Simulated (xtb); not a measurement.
OSn, triplet, from a rough starting geometry (GFN-xTB shapes and energies of metal compounds can be far from the true ones) (the spin is typed, not shown lowest); GFN2-xTB (xtb).

Here is a job for xtb.
```
$ xtb mol.xyz --gfn 2 --uhf 2 --opt vtight --json

# file mol.xyz
2

Sn     0.93009506     0.00112765    -0.04331306
O     -0.88144958     0.00030420     0.05101730
```

Problem. What does xtb print? Leave out banner, timings and long lists.

Solution. 
```
   ID    Z sym.   atoms
    1   50 Sn     1
    2    8 O      2

           -------------------------------------------------
          |                Calculation Setup                |
           -------------------------------------------------

           -------------------------------------------------
          |                 G F N 2 - x T B                 |
           -------------------------------------------------

          ...................................................
          :                      SETUP                      :
          :.................................................:
          :  # basis functions                  14          :
          :  # atomic orbitals                  13          :
          :  # shells                            5          :
          :  # electrons                        10          :
          :  max. iterations                   250          :
          :  Hamiltonian                  GFN2-xTB          :
          :  restarted?                      false          :
          :  GBSA solvation                  false          :
          :  PC potential                    false          :
          :  electronic temp.          300.0000000     K    :
          :  accuracy                    1.0000000          :
          :  -> integral cutoff          0.2500000E+02      :
          :  -> integral neglect         0.1000000E-07      :
          :  -> SCF convergence          0.1000000E-05 Eh   :
          :  -> wf. convergence          0.1000000E-03 e    :
          :  Broyden damping             0.4000000          :
          :  net charge                          0          :
          :  unpaired electrons                  2          :
          ...................................................

 iter      E             dE          RMSdq      gap      omega  full diag
   1     -5.0818669 -0.508187E+01  0.536E+01    0.00       0.0  T
   2     -5.4069559 -0.325089E+00  0.325E+01    0.00       1.0  T
   3     -6.0177837 -0.610828E+00  0.547E+00    0.00       1.0  T
   4     -6.0219454 -0.416162E-02  0.497E+00    0.00       1.0  T
   5     -6.0033253  0.186201E-01  0.823E+00    0.00       1.0  T
   6     -6.0225597 -0.192344E-01  0.379E+00    0.00       1.0  T
   7     -6.0238938 -0.133417E-02  0.616E-01    0.00       1.0  T
   8     -6.0238928  0.106629E-05  0.156E-01    0.00       1.0  T
   9     -6.0238931 -0.323035E-06  0.447E-01    0.00       1.0  T
  10     -6.0239000 -0.687479E-05  0.632E-02    0.00       1.1  T
  11     -6.0239000 -0.471328E-07  0.623E-02    0.00       1.1  T
  12     -6.0239001 -0.766249E-07  0.216E-02    0.00       3.3  T
  13     -6.0239001 -0.587326E-08  0.153E-03    0.00      46.3  T
  14     -6.0239001 -0.109035E-09  0.350E-04    0.00     202.1  T
  15     -6.0239001 -0.501563E-10  0.260E-05    0.00    2719.5  T

   *** convergence criteria satisfied after 15 iterations ***

 transition dipole moment (au) for excitation:           5           6
     X       Y       Z
   0.0177  -0.0279   0.3403  total (au/Debye):    0.342   0.869
 dE (eV)             :    5.216
 oscillator strength :  0.21125E-01

         :::::::::::::::::::::::::::::::::::::::::::::::::::::
         ::                     SUMMARY                     ::
         :::::::::::::::::::::::::::::::::::::::::::::::::::::
         :: total energy              -6.017595555424 Eh    ::
         :: gradient norm              0.042220182873 Eh/a0 ::
         :: HOMO-LUMO gap              0.000000000000 eV    ::
         ::.................................................::
         :: SCC energy                -6.023900093122 Eh    ::
         :: -> isotropic ES            0.010395469592 Eh    ::
         :: -> anisotropic ES          0.003795489892 Eh    ::
         :: -> anisotropic XC         -0.002734317556 Eh    ::
         :: -> dispersion             -0.000584879734 Eh    ::
         :: repulsion energy           0.006304537698 Eh    ::
[...]
 * total energy  :    -6.0175956 Eh     change       -0.1882938E-12 Eh
 * total energy  :    -6.0193576 Eh     change       -0.1762077E-02 Eh
 * total energy  :    -6.0201459 Eh     change       -0.7882291E-03 Eh
 * total energy  :    -6.0201875 Eh     change       -0.4164450E-04 Eh
 * total energy  :    -6.0201882 Eh     change       -0.6468960E-06 Eh
 * total energy  :    -6.0201883 Eh     change       -0.1635216E-06 Eh
 * total energy  :    -6.0201883 Eh     change       -0.5730527E-11 Eh
   *** GEOMETRY OPTIMIZATION CONVERGED AFTER 7 ITERATIONS ***
         :: total energy              -6.020188316774 Eh    ::
[...]
         :: gradient norm              0.000000067244 Eh/a0 ::
         :: HOMO-LUMO gap              0.000000012830 eV    ::
         ::.................................................::
         :: SCC energy                -6.022760426284 Eh    ::
         :: -> isotropic ES            0.011556383201 Eh    ::
         :: -> anisotropic ES          0.004715655145 Eh    ::
         :: -> anisotropic XC         -0.002419352869 Eh    ::
         :: -> dispersion             -0.000589591981 Eh    ::
         :: repulsion energy           0.002572109510 Eh    ::
         :: add. restraining           0.000000000000 Eh    ::
         :: total charge               0.000000000144 e     ::
         :::::::::::::::::::::::::::::::::::::::::::::::::::::

           -------------------------------------------------
          |                Property Printout                |
           -------------------------------------------------

    * Orbital Energies and Occupations

         #    Occupation            Energy/Eh            Energy/eV
      -------------------------------------------------------------
         1        2.0000           -0.8245172             -22.4363
         2        2.0000           -0.6428363             -17.4925
         3        2.0000           -0.4745309             -12.9126
         4        2.0000           -0.4745309             -12.9126
         5        1.0001           -0.4562207             -12.4144
         6        0.5000           -0.2705674              -7.3625 (HOMO)
         7        0.5000           -0.2705674              -7.3625 (LUMO)
         8                         -0.1553897              -4.2284
         9                         -0.1500972              -4.0844
        10                         -0.1500972              -4.0844
        11                         -0.0927350              -2.5234
        12                         -0.0927350              -2.5234
        13                          0.1292883               3.5181
      -------------------------------------------------------------
                  HL-Gap            0.0000000 Eh            0.0000 eV
             Fermi-level           -0.3678070 Eh          -10.0085 eV

     #   Z          covCN         q      C6AA      α(0)
     1  50 Sn       0.775     0.296   503.268    49.293
     2   8 O        0.775    -0.296    19.747     5.956

 Mol. C6AA /au·bohr⁶  :        704.700936
 Mol. C8AA /au·bohr⁸  :      72708.088188
 Mol. α(0) /au        :         55.248626

Wiberg/Mayer (AO) data.
largest (>0.10) Wiberg bond orders for each atom

 ---------------------------------------------------------------------------
     #   Z sym  total        # sym  WBO       # sym  WBO       # sym  WBO
 ---------------------------------------------------------------------------
     1  50 Sn   1.317 --     2 O    1.317
     2   8 O    1.317 --     1 Sn   1.317
 ---------------------------------------------------------------------------

Topologies differ in total number of bonds
Writing topology from bond orders to xtbtopo.mol

molecular dipole:
                 x           y           z       tot (Debye)
 q only:        1.071       0.000      -0.056
   full:        1.523       0.001      -0.079       3.877
molecular quadrupole (traceless):
                xx          xy          yy          xz          yz          zz
 q only:        0.099       0.002      -0.049       0.008      -0.000      -0.050
  q+dip:        1.454       0.004      -0.729      -0.092      -0.000      -0.725
   full:       -0.125       0.003       0.064       0.032      -0.000       0.061

optimized geometry written to: xtbopt.xyz

           -------------------------------------------------
          | TOTAL ENERGY               -6.020188316774 Eh   |
          | GRADIENT NORM               0.000000067244 Eh/α |
          | HOMO-LUMO GAP               0.000000012830 eV   |
           -------------------------------------------------
```
